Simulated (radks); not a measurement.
Fractional charge and spin in the 4s shell of selenium: the spin-up occupation runs from 0 to 1 and the spin-down occupation from 0 to 1; the fullest corner is Se3+, [Ar] 3d10 4p(up 0.5, down 0.5) 4s(up 1, down 1). Method: non-relativistic Kohn-Sham, r2SCAN, spin-polarised, spherical densities, point nucleus; meta-GGA in the generalised Kohn-Sham scheme; computed with a radial shooting solver on a logarithmic mesh with Libxc functionals. Energy (eV) above the fullest corner. The planes named below are the two flat planes that join the four corners, with an edge along up + down = one added electron.

\begin{tabular}{lrrrrr}
down \ up & 0 & 0.25 & 0.5 & 0.75 & 1 \\ \hline
0 & 123.253 & 105.015 & 87.471 & 70.628 & 54.514 \\
0.25 & 105.015 & 87.689 & 71.046 & 55.100 & 39.877 \\
0.5 & 87.471 & 71.046 & 55.301 & 40.246 & 25.905 \\
0.75 & 70.628 & 55.100 & 40.246 & 26.074 & 12.606 \\
1 & 54.514 & 39.877 & 25.905 & 12.606 & 0.000 \\
\end{tabular}

Corners above the fullest one (they belong to Se4+ and the next ion): (up 1, down 0) 54.514 eV, (up 0, down 1) 54.514 eV, (up 0, down 0) 123.25 eV. With half an added electron in each spin the energy lies 0.786 eV from the planes, and with half an added electron in spin up alone -1.413 eV. The planes are only a guide here: the flat-plane condition holds for ground states with one frontier orbital, while this shell lies below other occupied shells, so the corners above the fullest one are inner-hole states and not the ground states of those ions.
